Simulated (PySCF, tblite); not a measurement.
Isomers of C5H6N4, one GFN2-xTB conformer each. Single-point energies are computed at PBE0/pcSseg-1 (PySCF, gas phase, no added dispersion term), electronic only.

Problem. Rank them by PBE0/pcSseg-1 energy, lowest first (kJ/mol).
A. `Cc1c(C#N)nnn1C`
B. `CC1=NN(C)N=C1C#N`
C. `[CH3:1][CH2:2][n:3]1[n:4][cH:5][c:6]([C:7]#[N:8])[n:9]1` with C1–C2–N3–N4 -88°

Solution. B (0.0), C (14.8), A (20.6).

Neighbours under 10 kJ/mol apart (CCn1ncc(C#N)n1 and Cc1c(C#N)nnn1C) can change places with a better method, another conformer or zero-point energy. GFN2-xTB itself gives, in the same order: 0.0, 15.0, 15.4. Both levels put the same isomer lowest; measured from each level's own lowest isomer, the values differ by up to 5.2 kJ/mol (Cc1c(C#N)nnn1C: 15.4 against 20.6).

Problem. Which frontier levels, dipoles and rotational constants go with these structures?

Solution. 
| SMILES | HOMO (eV, PBE0/pcSseg-1) | LUMO (eV) | dipole (D) | A, B, C (MHz) |
| --- | --- | --- | --- | --- |
| Cc1nn(C)nc1C#N | -7.84 | -1.11 | 4.71 | 3040, 1338, 940.2 |
| CCn1ncc(C#N)n1 | -8.14 | -1.21 | 4.96 | 4825, 974.2, 868.5 |
| Cc1c(C#N)nnn1C | -7.81 | -0.82 | 7.58 | 3443, 1326, 969.1 |

Problem. What happens when harmonic zero-point energies from GFN2-xTB frequencies are added?

Solution. 
```json
{"SMILES": "Cc1nn(C)nc1C#N", "ZPE (kJ/mol)": "290.1", "electronic (kJ/mol)": "0.0", "with ZPE (kJ/mol)": "0.0"}
{"SMILES": "CCn1ncc(C#N)n1", "ZPE (kJ/mol)": "293.7", "electronic (kJ/mol)": "14.8", "with ZPE (kJ/mol)": "18.4"}
{"SMILES": "Cc1c(C#N)nnn1C", "ZPE (kJ/mol)": "290.4", "electronic (kJ/mol)": "20.6", "with ZPE (kJ/mol)": "21.0"}
```

The zero-point energies span 3.6 kJ/mol. The order is unchanged.

Problem. As an exercise, what shares would exp(−E/RT) give at 1000 K from these electronic energies alone (no entropy, no degeneracies)?

Solution. RT = 8.314 kJ/mol: Cc1nn(C)nc1C#N 79.8 %, CCn1ncc(C#N)n1 13.5 %, Cc1c(C#N)nnn1C 6.7 %.
